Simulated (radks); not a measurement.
The selenium anion Se2-, [Kr], held by a Watson sphere: a shell of charge +2 at radius R that stands for the Madelung well of a crystal (potential energy -2/R inside, -2/r outside, in hartree with lengths in bohr). Method: scalar-relativistic Kohn-Sham, LDA (Slater exchange, Perdew-Wang correlation), spin-unpolarised, spherical densities, point nucleus; computed with a radial shooting solver on a logarithmic mesh with Libxc functionals. Response by self-consistent Sternheimer equations with the Hartree and adiabatic LDA kernel, the relativistic mass of each level held fixed and spin-orbit coupling left out. The sphere does not respond.

| R (bohr) | e(3d) (eV) | e(4s) (eV) | e(4p) (eV) | <r> 4p (bohr) | sum of <r^2> (bohr^2) | X-ray form factor at sin(theta)/lambda = 0.2 1/angstrom | alpha (bohr^3) |
|---|---|---|---|---|---|---|---|
| 2.76 | -51.013 | -17.001 | -7.005 | 2.428 | 58.22 | 27.008 | 40.78 |
| 2.77 | -51.001 | -16.977 | -6.986 | 2.430 | 58.31 | 27.006 | 41.01 |
| 3.27 | -50.447 | -15.906 | -6.089 | 2.547 | 63.07 | 26.915 | 54.07 |
| 3.98 | -49.728 | -14.724 | -4.960 | 2.689 | 69.42 | 26.874 | 78.96 |
| 4.55 | -49.201 | -13.988 | -4.199 | 2.785 | 74.25 | 26.874 | 105.5 |
| 4.7 | -49.071 | -13.818 | -4.019 | 2.809 | 75.50 | 26.876 | 113.7 |
| 5.28 | -48.607 | -13.242 | -3.397 | 2.893 | 80.28 | 26.885 | 151.0 |
